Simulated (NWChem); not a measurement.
System: BHBrCl; SMILES ClBBr

Excerpt of the output:

```
             Northwest Computational Chemistry Package (NWChem) 7.3.0
             --------------------------------------------------------

                             Geometry "geometry" -> ""
                             -------------------------

 Output coordinates in angstroms (scale by  1.889725989 to convert to a.u.)

  No.       Tag          Charge          X              Y              Z
 ---- ---------------- ---------- -------------- -------------- --------------
    1 B                    5.0000    -0.74705300    -0.58894800     0.00000800
    2 H                    1.0000    -1.94514500    -0.65049200     0.00282100
    3 Cl                  17.0000     0.19342100    -2.04878200    -0.00019800
    4 Br                  35.0000     0.08741400     1.11347000    -0.00021900

 Effective nuclear repulsion energy (a.u.)     186.8673140808

                              NWChem Property Module
                              ----------------------

                                 NWChem DFT Module
                                 -----------------

 Summary of "ao basis" -> "ao basis" (spherical)
 ------------------------------------------------------------------------------
       Tag                 Description            Shells   Functions and Types
 ---------------- ------------------------------  ------  ---------------------
 B                        aug-cc-pvdz                9       23   4s3p2d
 H                        aug-cc-pvdz                5        9   3s2p
 Cl                       aug-cc-pvdz               11       27   5s4p2d
 Br                       aug-cc-pvdz               14       36   6s5p3d

            General Information
            -------------------
          SCF calculation type: DFT
          Wavefunction type:  closed shell.
          No. of atoms     :     4
          No. of electrons :    58
           Alpha electrons :    29
            Beta electrons :    29
          Charge           :     0
          Spin multiplicity:     1
          Use of symmetry is: off; symmetry adaption is: off
          Maximum number of iterations: 150
          AO basis - number of functions:    95
                     number of shells:    39
          Convergence on energy requested:  1.00D-06
          Convergence on density requested:  1.00D-05
          Convergence on gradient requested:  5.00D-04

              XC Information
              --------------
                        Slater Exchange Functional  1.000 local
                      VWN V Correlation Functional  1.000 local

             Grid Information
             ----------------
          Grid used for XC integration:  medium
          Radial quadrature: Mura-Knowles
          Angular quadrature: Lebedev.
          Tag              B.-S. Rad. Rad. Pts. Rad. Cut. Ang. Pts.
          ---              ---------- --------- --------- ---------
          B                   0.85       49          12.0       434
          H                   0.35       45          13.0       434
          Cl                  1.00       88          13.0       590
          Br                  1.15      112          13.0       590
          Grid pruning is: on
          Number of quadrature shells:   294
          Spatial weights used:  Erf1

      Superposition of Atomic Density Guess
      -------------------------------------

 Sum of atomic energies:       -3056.88267738

      Non-variational initial energy
      ------------------------------

 Total energy =   -3057.696703
 1-e energy   =   -4621.509113
 2-e energy   =    1376.945096
 HOMO         =      -0.373247
 LUMO         =       0.000524

   convergence    iter        energy       DeltaE   RMS-Dens  Diis-err
 ---------------- ----- ----------------- --------- --------- ---------
 d= 0,ls=0.0,diis     1  -3054.4588253050 -3.24D+03  1.84D-02  8.26D-01
 d= 0,ls=0.0,diis     2  -3054.2970829231  1.62D-01  1.18D-02  1.59D+00
 d= 0,ls=0.0,diis     3  -3054.5077191958 -2.11D-01  2.99D-03  1.52D-01
 d= 0,ls=0.0,diis     4  -3054.5328933615 -2.52D-02  7.49D-04  2.94D-03
 d= 0,ls=0.0,diis     5  -3054.5332908847 -3.98D-04  2.57D-04  5.54D-04
  Resetting Diis
 d= 0,ls=0.0,diis     6  -3054.5333669150 -7.60D-05  9.09D-05  7.34D-05
 d= 0,ls=0.0,diis     7  -3054.5333795769 -1.27D-05  2.86D-05  2.20D-06
 d= 0,ls=0.0,diis     8  -3054.5333791064  4.71D-07  1.77D-05  5.15D-06
 d= 0,ls=0.0,diis     9  -3054.5333799138 -8.07D-07  2.69D-06  1.15D-07

         Total DFT energy =    -3054.533379913760
      One electron energy =    -4622.000206319786
           Coulomb energy =     1499.200223750078
    Exchange-Corr. energy =     -118.600711424832
 Nuclear repulsion energy =      186.867314080780

 Numeric. integr. density =       58.000001237107

                       DFT Final Molecular Orbital Analysis
                       ------------------------------------

 Vector   27  Occ=2.000000D+00  E=-2.978841D-01
              MO Center=  7.2D-02,  3.4D-01, -1.2D-04, r^2= 3.2D+00
   Bfn.  Coefficient  Atom+Function         Bfn.  Coefficient  Atom+Function
  ----- ------------  ---------------      ----- ------------  ---------------
    74      0.490456  4 Br pz                77      0.431049  4 Br pz
    43     -0.310945  3 Cl pz                46     -0.225935  3 Cl pz
     7      0.074474  1 B  pz                15      0.038314  1 B  d -1
    80      0.037425  4 Br pz                10      0.033995  1 B  pz
    49     -0.029781  3 Cl pz

 Vector   28  Occ=2.000000D+00  E=-2.918226D-01
              MO Center= -1.1D-01, -1.4D+00, -3.7D-05, r^2= 2.9D+00
   Bfn.  Coefficient  Atom+Function         Bfn.  Coefficient  Atom+Function
  ----- ------------  ---------------      ----- ------------  ---------------
    41      0.473162  3 Cl px                44      0.338544  3 Cl px
    42      0.272192  3 Cl py                73      0.218115  4 Br py
    45      0.205880  3 Cl py                24      0.195546  2 H  s
     5     -0.170991  1 B  px                76      0.148829  4 Br py
     3      0.141966  1 B  s                  8     -0.137279  1 B  px

 Vector   29  Occ=2.000000D+00  E=-2.766594D-01
              MO Center= -5.7D-02,  8.0D-01, -6.0D-05, r^2= 2.4D+00
   Bfn.  Coefficient  Atom+Function         Bfn.  Coefficient  Atom+Function
  ----- ------------  ---------------      ----- ------------  ---------------
    72      0.495102  4 Br px                75      0.441959  4 Br px
    73     -0.203580  4 Br py                76     -0.191318  4 Br py
    24      0.147707  2 H  s                 42     -0.146092  3 Cl py
     3      0.122292  1 B  s                  5     -0.117993  1 B  px
     8     -0.094950  1 B  px                45     -0.081790  3 Cl py

 Vector   30  Occ=0.000000D+00  E=-1.147733D-01
              MO Center= -5.3D-01, -5.3D-01, -1.1D-03, r^2= 2.8D+00
   Bfn.  Coefficient  Atom+Function         Bfn.  Coefficient  Atom+Function
  ----- ------------  ---------------      ----- ------------  ---------------
     7      0.605913  1 B  pz                10      0.489661  1 B  pz
    77     -0.264426  4 Br pz                43     -0.241596  3 Cl pz
    46     -0.238505  3 Cl pz                74     -0.211375  4 Br pz
    80     -0.131843  4 Br pz                49     -0.123113  3 Cl pz
    13      0.121847  1 B  pz                87     -0.058433  4 Br d -1

 Vector   31  Occ=0.000000D+00  E=-1.626537D-02
              MO Center=  3.0D-01,  3.4D-01, -8.4D-05, r^2= 1.0D+01
   Bfn.  Coefficient  Atom+Function         Bfn.  Coefficient  Atom+Function
  ----- ------------  ---------------      ----- ------------  ---------------
     4      1.707491  1 B  s                  8      0.605239  1 B  px
    65     -0.575079  4 Br s                 79      0.531922  4 Br py
    37     -0.444318  3 Cl s                  3      0.426959  1 B  s
    64     -0.368563  4 Br s                 25      0.321379  2 H  s
    76      0.301774  4 Br py                48     -0.295934  3 Cl py

 Vector   32  Occ=0.000000D+00  E=-2.510248D-03
              MO Center= -1.2D+00, -6.3D-01,  1.2D-03, r^2= 9.5D+00
   Bfn.  Coefficient  Atom+Function         Bfn.  Coefficient  Atom+Function
  ----- ------------  ---------------      ----- ------------  ---------------
     3      1.129963  1 B  s                 26     -1.121412  2 H  s
    25     -0.695665  2 H  s                  8     -0.469633  1 B  px
    37      0.438052  3 Cl s                  2      0.286558  1 B  s
    11     -0.272321  1 B  px                79      0.259681  4 Br py
     9      0.216192  1 B  py                76      0.210404  4 Br py

     Multipole analysis of the density
     ---------------------------------

     L   x y z        total         alpha         beta         nuclear
     -   - - -        -----         -----         ----         -------
     0   0 0 0     -0.000000    -29.000000    -29.000000     58.000000

     1   1 0 0     -0.140877     -0.700886     -0.700886      1.260895
     1   0 1 0     -0.007872     -0.520704     -0.520704      1.033536
     1   0 0 1     -0.000103      0.007668      0.007668     -0.015439

[...]

 DFT Linear Response polarizability / au
 Frequency  =       0.0000000 / au
              X              Y              Z
 -----------------------------------------------
 X      46.4822900      0.6728592     -0.0080944
 Y       0.6728600     69.5539500     -0.0009023
 Z      -0.0080947     -0.0009024     38.0771605
 -----------------------------------------------
 Eigenvalues =      46.4626912     69.5735566     38.0771527
 Isotropic   =      51.3711335
 Anisotropic =      28.2529008
 -----------------------------------------------

 Magnetic Dipole Response Matrix (nonzero elements):

 Exiting AOResponse driver routine
```

Level: LDA (Slater exchange, VWN5)/aug-cc-pVDZ. The geometry was optimised at PBE0/def2-SVP.

Task: Which NWChem input produces such a log?

Result: This is not unique; one that fits is the input that was run:
```
start job
memory heap 200 mb stack 900 mb global 1100 mb
geometry units angstroms noautosym nocenter noautoz
  B     -0.747053    -0.588948     0.000008
  H     -1.945145    -0.650492     0.002821
  Cl     0.193421    -2.048782    -0.000198
  Br     0.087414     1.113470    -0.000219
end
basis spherical
  * library aug-cc-pvdz
end
dft
  xc slater vwn_5
  iterations 150
end
property
  response 1 0.0
end
task dft property
```
